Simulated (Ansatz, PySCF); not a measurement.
Dissociation curve of BeH (cation, charge +1), singlet.

Computed with: RMP2 = MP2 on RHF/aug-cc-pVDZ, frozen core in Ansatz (an electronic-structure program); UMP2 = Ansatz with MP2 on UHF/aug-cc-pVDZ, frozen core; UKS-B3LYP/6-311+G** = PySCF with unrestricted B3LYP/6-311+G**, spherical d.

Energies are in kcal/mol, each relative to the lowest point of its own curve near equilibrium.

| R / Å | RMP2 | UMP2 | UKS-B3LYP/6-311+G** |
|---|---|---|---|
| 1.08 | 16.2 | 16.2 | 15.1 |
| 1.13 | 9.4 | 9.4 | 8.6 |
| 1.21 | 2.8 | 2.8 | 2.5 |
| 1.24 | 1.5 | 1.5 | 1.2 |
| 1.31 | 0.0 | 0.0 | 0.0 |
| 1.33 | 0.0 | 0.0 | 0.0 |
| 1.38 | 0.6 | 0.6 | 0.7 |
| 1.43 | 1.9 | 1.9 | 2.0 |
| 1.45 | 2.6 | 2.6 | 2.7 |
| 1.54 | 6.7 | 6.7 | 6.8 |
| 1.64 | 12.6 | 12.6 | 12.5 |
| 1.80 | 23.4 | 29.1 | 22.9 |
| 2.01 | 38.2 | 41.9 | 36.8 |
| 2.22 | 51.8 | 49.4 | 47.5 |
| 2.39 | 61.4 | 53.4 | 53.8 |
| 2.69 | 75.1 | 57.9 | 60.9 |
| 2.93 | 83.1 | 59.9 | 64.4 |
| 3.26 | 90.3 | 61.4 | 67.3 |
| 3.62 | 94.1 | 62.2 | 69.1 |
| 4.05 | 94.6 | 62.7 | 70.2 |
| 4.71 | 89.8 | 63.0 | 70.7 |
| 5.26 | 83.2 | 63.1 | 70.7 |

At the longest distance, 5.26 Å, RMP2 lies highest above its minimum (83.2 kcal/mol) and UMP2 lowest (63.1 kcal/mol).

The RMP2 curve passes through a maximum at 4.05 Å and then falls by 11.3 kcal/mol up to the last usable point.

The restricted form behind RMP2 keeps the bonding electrons paired and can't separate into open-shell fragments. The T1 diagnostic of CCSD on the restricted reference of RMP2 exceeds 0.045 at 2.22 to 5.26 Å. The unrestricted determinant behind UMP2 is spin-contaminated at 1.80 to 5.26 Å (<S²> up to 1.0, against 0.00 for a pure singlet). The unrestricted determinant behind UKS-B3LYP/6-311+G** is spin-contaminated at 2.01 to 5.26 Å (<S²> up to 0.9, against 0.00 for a pure singlet).
